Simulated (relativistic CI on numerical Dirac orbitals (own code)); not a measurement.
**Line list: Electric-dipole lines, Tl LXXXI**

Calculated at this level of theory: Dirac equation for one electron, model QED (radiative potential, 1s self-energy scaled to tabulated hydrogen-like ionisation energies) (own radial code, finite nucleus).

CI space: 1s, 2s, 2p, 3s, 3p, 3d, 4s, 4p, 4d, 4f, 5s, 5p, 5d, 5f, 5g, 6s, 6p, 6d. Levels of other configurations are missing.

```
λ vac (Å)           Lower           Upper   A (s⁻¹)  log gf  S velocity/length
   0.1636    1s ²S1/2 [1]   2p ²P°3/2 [4]  2.45e+16   -0.41               1.00
   0.1692    1s ²S1/2 [1]   2p ²P°1/2 [2]  2.81e+16   -0.62               1.00
   0.6329   2p ²P°1/2 [2]   4d ²D3/2 [12]  9.43e+14   -0.64               1.00
   0.7221   2p ²P°3/2 [4]   4d ²D5/2 [15]  8.88e+14   -0.38               1.00
   0.8207   2p ²P°1/2 [2]    3d ²D3/2 [7]  2.68e+15    0.03               1.00
   0.8226    2s ²S1/2 [3]   3p ²P°3/2 [8]  8.11e+14   -0.48               1.00
   0.8655    2s ²S1/2 [3]   3p ²P°1/2 [5]  1.27e+15   -0.54               1.00
   0.9683   2p ²P°3/2 [4]    3d ²D5/2 [9]  2.74e+15    0.36               1.00
   0.9841   2p ²P°3/2 [4]    3d ²D3/2 [7]  4.53e+14   -0.58               1.00
   1.6972   3p ²P°1/2 [5]   5d ²D3/2 [19]  1.29e+14   -0.65               1.00
   1.8773    3d ²D3/2 [7]  5f ²F°5/2 [21]  1.96e+14   -0.21               1.00
   1.8778   3p ²P°3/2 [8]   5d ²D5/2 [22]  1.49e+14   -0.33               1.00
   1.9311    3d ²D5/2 [9]  5f ²F°7/2 [24]  1.96e+14   -0.06               1.00
   2.3713   3p ²P°1/2 [5]   4d ²D3/2 [12]  2.37e+14   -0.10               1.00
   2.3759    3s ²S1/2 [6]  4p ²P°3/2 [13]  9.57e+13   -0.49               1.00
   2.5272    3s ²S1/2 [6]  4p ²P°1/2 [10]  1.68e+14   -0.49               1.00
   2.7131    3d ²D3/2 [7]  4f ²F°5/2 [14]  5.78e+14    0.58               1.00
   2.7140   3p ²P°3/2 [8]   4d ²D5/2 [15]  3.00e+14    0.30               1.00
   2.7668   3p ²P°3/2 [8]   4d ²D3/2 [12]  5.31e+13   -0.61               1.00
   2.8138    3d ²D5/2 [9]  4f ²F°7/2 [16]  5.91e+14    0.75               1.00
   2.8407    3d ²D5/2 [9]  4f ²F°5/2 [14]  3.88e+13   -0.55               1.00
   2.9706   3p ²P°3/2 [8]   4s ²S1/2 [11]  1.11e+14   -0.53               1.00
   3.8411  4p ²P°3/2 [13]   6d ²D5/2 [30]  3.72e+13   -0.31               1.00
   5.0167    2s ²S1/2 [3]   2p ²P°3/2 [4]  1.90e+13   -0.54               1.00
   5.1907  4p ²P°1/2 [10]   5d ²D3/2 [19]  4.33e+13   -0.16               1.00
   5.1996   4s ²S1/2 [11]  5p ²P°3/2 [20]  2.09e+13   -0.47               1.00
   5.5699   4s ²S1/2 [11]  5p ²P°1/2 [17]  3.88e+13   -0.44               1.00
   5.8444   4d ²D3/2 [12]  5f ²F°5/2 [21]  1.05e+14    0.51               1.00
   5.8460  4p ²P°3/2 [13]   5d ²D5/2 [22]  6.19e+13    0.28               1.00
   6.0308  4f ²F°5/2 [14]   5g ²G7/2 [23]  1.80e+14    0.89               1.00
   6.0314   4d ²D5/2 [15]  5f ²F°7/2 [24]  1.11e+14    0.69               1.00
   6.1176  4f ²F°7/2 [16]   5g ²G9/2 [25]  1.83e+14    1.01               1.00
   6.4568  4p ²P°3/2 [13]   5s ²S1/2 [18]  3.71e+13   -0.33               1.00
   9.6558  5p ²P°1/2 [17]   6d ²D3/2 [28]  1.18e+13   -0.18               1.00
   10.768  5p ²P°3/2 [20]   6d ²D5/2 [30]  1.84e+13    0.28               1.00
   11.968  5p ²P°3/2 [20]   6s ²S1/2 [27]  1.49e+13   -0.19               1.00
   16.625   3p ²P°1/2 [5]    3d ²D3/2 [7]  2.12e+12   -0.45               1.00
   16.829    3s ²S1/2 [6]   3p ²P°3/2 [8]  3.10e+12   -0.28               1.00
   39.766  4p ²P°1/2 [10]   4d ²D3/2 [12]  6.65e+11   -0.20               1.00
   40.252   4s ²S1/2 [11]  4p ²P°3/2 [13]  7.69e+11   -0.13               1.00
   78.388  5p ²P°1/2 [17]   5d ²D3/2 [19]  2.38e+11   -0.06               1.00
   79.342   5s ²S1/2 [18]  5p ²P°3/2 [20]  2.54e+11   -0.02               1.01
   136.50  6p ²P°1/2 [26]   6d ²D3/2 [28]  9.95e+10    0.05               1.00
   138.16   6s ²S1/2 [27]  6p ²P°3/2 [29]  1.02e+11    0.07               1.01
   279.40  5p ²P°3/2 [20]   5d ²D5/2 [22]  6.50e+09   -0.34               1.00
```

Terms are leading LS components. Brackets give the number of a level in order of energy, since labels repeat. The list gives strong lines, with weight on those to low levels. Levels whose partners in the same complex of configurations lie outside the list can be far off, and so can their lines. Rates are taken at the computed energies, electric ones in the length gauge. A velocity-to-length ratio far from 1 marks an uncertain rate.
